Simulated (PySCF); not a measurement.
Bonds (- single, = double, # triple, : aromatic): N1#C2, C2-C3, C3-C4, C4:C5, C5:C6, C6:C7, C7:C8, C8-F9, C8:C10, C10:C4. C3 carries H11, H12; C5 carries H13; C6 carries H14; C7 carries H15; C10 carries H16.

Computed data (PySCF 2.14.0 with density-fitted response routines): GIAO PBE0/pcSseg-1 shieldings, GFN2-xTB geometry. Relativity neglected, averaged over atoms made equivalent by symmetry, fast rotation or ring inversion, in vacuum, one conformer.

δ = σ(ref) − σ, references computed at the same level: TMS for 13C (σref 186.93), 1H (σref 31.72); 15N (σref 267.73) vs NH3; CFCl3 for 19F (σref 170.95).

```csv
atoms,nucleus,count,Hirshfeld charge,δ (ppm)
C10,13C,1,-0.07,122.3
H13,1H,1,0.05,7.37
H15,1H,1,0.06,?
C3,13C,1,-0.04,25.2
H11/H12,1H,2,0.07,3.45
H16,1H,1,0.06,7.29
C4,13C,1,0.01,?
N1,15N,1,-0.23,304.1
C5,13C,1,-0.05,?
C8,13C,1,0.09,173.5
C6,13C,1,-0.04,137.0
F9,19F,1,-0.08,?
H14,1H,1,0.06,?
C7,13C,1,-0.06,121.2
C2,13C,1,0.08,121.8
```

Fill in the missing shifts.

## Answers


- C4: 140.6 ppm, substituted aromatic carbon
- C5: 130.0 ppm, aromatic CH; the aromatic region
- H14: 7.74 ppm, hydrogen on an aromatic CH; the ring current deshields protons in the ring plane
- H15: 7.38 ppm, hydrogen on an aromatic CH; ring-current deshielding
- F9: -112.2 ppm, aryl fluorine

Shifts are as computed. Against solution values, carbons near 30 ppm lie about +3 ppm off and those near 130 ppm about +5 ppm. Of 1211 compounds with measured shifts, 218 miss one by over three times the rms of a fit or turn the order of signals round; such compounds aren't used in these exercises. Unscaled 19F shifts against computed CFCl3 carry errors that often reach 10 to 50 ppm. Experimental scales use liquid or dissolved standards, which lie at an offset from isolated NH3 (liquid NH3: subtract about 20 ppm). Unscaled 15N shifts of sp2 nitrogen come out 20 to 40 ppm too high even then.
